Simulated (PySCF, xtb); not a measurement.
HfFH3, SMILES [F][HfH3], multiplicity 1.

Harmonic wavenumbers (cm⁻¹) from GFN2-xTB (xtb) at its own minimum, in rising order: 370, 440, 440, 566, 626, 626, 1291, 1291, 1388.

What does r2SCAN-D4/def2-TZVP (PySCF) give at its own minimum? (Estimate from the structure and the level; the computed values follow.)

403, 404, 537, 657, 657, 697, 1711, 1711, 1757. Paired by order, the mean absolute difference is 174 cm⁻¹ and the zero-point energies are 10.1 and 12.2 kcal/mol.
